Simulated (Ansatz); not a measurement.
System: C3H5Cl, charge 0, multiplicity 1. SMILES: C/C=C/Cl
Geometry: optimised at B3LYP-D3(BJ)/def2-TZVP (Ansatz, an electronic-structure program).

PBE beside other levels, property by property. Cores are frozen in the correlated levels unless marked. Open shells are spin-unrestricted. No spin-orbit coupling. No relativistic terms. Basis-set limits of correlation are two-point, X^-3; Hartree-Fock from the larger set. The bracket is a focal-point correction in the basis named. Atomisation energies are electronic, to ground-state atoms; the column to compare with has the core term from cc-pwCVTZ added, other frozen-core levels have none. Vertical energies are electronic, to the SCF solution reached for that spin. The coupled-cluster column (Ansatz) is a level with limits of its own: (a) RI-MP2/CBS(aug-cc-pV(T+d)Z,aug-cc-pV(Q+d)Z)+[CCSD(T)-MP2]/aug-cc-pV(T+d)Z; (b) CCSD(T)/CBS(cc-pV(T+d)Z,cc-pV(Q+d)Z).

```csv
property,PBE/def2-TZVPD (Ansatz),wB97X-V/def2-TZVPD (Ansatz),B2PLYP-D3(BJ)/def2-TZVPD (Ansatz + dftd3),CCSD(T)/aug-cc-pV(T+d)Z (Ansatz),coupled cluster
atomisation energy (kcal/mol),858.7,839.2,832.9,822.9,842.4 (b)
vertical ionisation energy to the doublet (eV),9.21,9.46,9.41,9.64,9.73 (a)
vertical triplet-singlet gap (eV),4.16,4.32,4.31,4.41,4.44 (a)
```

As the rows show:
- atomisation energy: PBE lies 16.3 kcal/mol above coupled cluster.
- vertical ionisation energy to the doublet: PBE lies 0.52 eV below coupled cluster.
- vertical triplet-singlet gap: PBE lies 0.28 eV below coupled cluster.
